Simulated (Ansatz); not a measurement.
Reaction (redistribution): `C[S][GeH2][CH3]` + `OC[TeH]` → `C[S][GeH2][OH]` + `CC[TeH]`

Calculated with Ansatz (gas phase, PBE0-D4/def2-TZVP geometries, no zero-point term in ΔE). CCSD(T)/CBS adds triple-zeta CCSD(T) − MP2 to the extrapolated MP2 energy (def2 sets, frozen cores). Functionals use def2-TZVPP. def2 core potentials past Kr. For Ge, Te outer-core shells are correlated without core-valence functions, which leaves a few kJ/mol of doubt a bond. Scalar relativity is left out up to krypton. Each species was taken in one conformer, which may not be the lowest.

```tsv
species	ωB97M-V energy (Eh)
`C[S][GeH2][CH3]`	-2556.08989
`OC[TeH]`	-383.70828
`C[S][GeH2][OH]`	-2592.04748
`CC[TeH]`	-347.78232
```

Problem. Work out ΔE.

Solution. ΔE = (-2592.04748) + (-347.78232) − (-2556.08989) − (-383.70828) = -0.03163 Eh = -19.8 kcal/mol. CCSD(T)/CBS gives -20.7 kcal/mol.

Largest T1 diagnostic among the species: 0.011.

From PBE to PBE0 (25 % exact exchange), in def2-TZVPP and without D4, ΔE moves by −1.1 kcal/mol.
